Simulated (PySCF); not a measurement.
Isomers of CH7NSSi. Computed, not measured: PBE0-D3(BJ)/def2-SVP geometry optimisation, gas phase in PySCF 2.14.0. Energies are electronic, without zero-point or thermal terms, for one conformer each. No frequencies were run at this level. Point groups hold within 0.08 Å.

Question: Order them by energy at this level, lowest first, and give relative energies in kcal/mol.
A. `[CH3:1][NH:2][SiH2:3][SH:4]` with C1–N2–Si3–S4 -145°, N2–Si3–S4–H 55°
B. `[CH3:1][S:2][SiH2:3][NH2:4]` with C1–S2–Si3–N4 164°, S2–Si3–N4–H 86° and -57°

Answer: B (0.0), A (2.2).

As drawn, the higher has an S–H bond, which the lower lacks. Neighbours under 2.5 kcal/mol apart (CS[SiH2]N and CN[SiH2]S) can change places with a better method, another conformer or zero-point energy.

```csv
SMILES,E (Eh),E rel (kcal/mol),dipole (D),point group,"A, B, C (MHz)"
CS[SiH2]N,-784.14243,0.0,0.40,C1,"11155, 2314, 2024"
CN[SiH2]S,-784.13896,2.2,2.30,C1,"12874, 1956, 1804"
```

Q: How do the relative energies change in single points at B3LYP/pcSseg-2 (no added dispersion term) on the same geometries?

A: 
```json
{"SMILES": "CS[SiH2]N", "PBE0-D3(BJ)/def2-SVP (kcal/mol)": "0.0", "B3LYP/pcSseg-2 (kcal/mol)": "0.0", "shift": "0.0"}
{"SMILES": "CN[SiH2]S", "PBE0-D3(BJ)/def2-SVP (kcal/mol)": "2.2", "B3LYP/pcSseg-2 (kcal/mol)": "5.4", "shift": "+3.2"}
```

Each column counts from its own lowest isomer. The order is unchanged; the largest shift is 3.2 kcal/mol.
